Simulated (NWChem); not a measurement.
H3ClSi in NWChem

```
Si
H 1 1.5008
H 1 1.5009 2 109.88
H 1 1.5009 2 109.88 3 121.02
Cl 1 2.0808 2 109.06 3 -119.49
```
Charge 0, spin multiplicity 1.

All runs are NWChem calculations. All single points use one geometry, from PBE/def2-SVP, a minimum by its harmonic frequencies.

The structure started from a generated list of species. The stability of the SCF solutions was not checked. Open-shell Hartree-Fock references start from PBE0 orbitals.

Worked example. At HF/def2-TZVP the molecule has a total energy of -750.24641 Ha and the free atoms (multiplicities Si 3, Cl 2, H 2) H -0.49981, Si -288.85079, Cl -459.47681 Ha. The electronic atomisation energy is the atoms' sum less the molecule's energy.

1·(-288.85079) + 1·(-459.47681) + 3·(-0.49981) = -749.82703 Ha for the atoms; less the molecule's energy this leaves 0.41938 Ha, or 263.2 kcal/mol (1101 kJ/mol), without zero-point, thermal or spin-orbit terms.
